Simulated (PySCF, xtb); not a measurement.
C3H5BO2, SMILES C=CB(O)C=O.

GFN2-xTB in xtb 6.7.1 at its own geometry gives an orbital gap of 2.16 eV and a dipole moment of 1.64 D.

The structure is a stationary point at B3LYP-D3(BJ)/def2-SVP. This is a generated structure with no PubChem entry under its InChIKey; it may be hypothetical. The values are those of a single conformer.

What does PBE/def2-TZVP (PySCF) give? (Estimate from the structure and the level; the computed values follow.)

gap 2.27 eV (levels -5.83 and -3.57 eV), dipole 1.86 D.
